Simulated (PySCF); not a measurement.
**CH2AlNO: core ionisation energies**

Compound: AlH2(NCO), CH2AlNO.
Structure used (PBE0-D3(BJ)/def2-SVP), in Å, numbered top down from 1:
```xyz
6
CH2AlNO angstrom
Al     0.6181    1.0768    0.0002
H      2.1953    1.0092    0.0436
H     -0.2232    2.4125   -0.0412
N     -0.2744   -0.4650   -0.0141
C     -0.8691   -1.5092   -0.0003
O     -1.4467   -2.5243    0.0118
```

The calculation used delta-SCF UKS SCAN, pcX-2 on the ionised atom, pcseg-1 elsewhere, spin-free X2C (PySCF 2.14.0). Each binding energy is the total energy of the core-ionised species, with the hole localised on one atom, minus that of the ground state; both are solved self-consistently, so orbital relaxation is included.

**Question.** Give the core binding energies atom by atom.

**Answer.** 
```
atom(s)  bonded to  level  binding energy (eV)  count
     C5    O and N   C 1s               294.93      1
     N4   C and Al   N 1s               405.23      1
     O6          C   O 1s               539.37      1
    Al1  N and 2 H  Al 1s              1568.03      1
```

**Question.** Give the binding energy of O 1s of O6 in hartree and in kJ/mol.

**Answer.** 539.37 eV = 19.8215 Eh = 52041 kJ/mol.

**Question.** Which photon energy gives electrons from O 1s of O6 a kinetic energy of 150 eV, and what is their de Broglie wavelength?

**Answer.** hν = 539.37 + 150 = 689.37 eV, recoil neglected; λ = 12.264 Å/√(E/eV) = 1.00 Å.

Geometry: PBE0-D3(BJ)/def2-SVP; no solvent, vibrations or thermal averaging.

On one thread, x86-64 server, no GPU, shared host, this took 9.9 s.
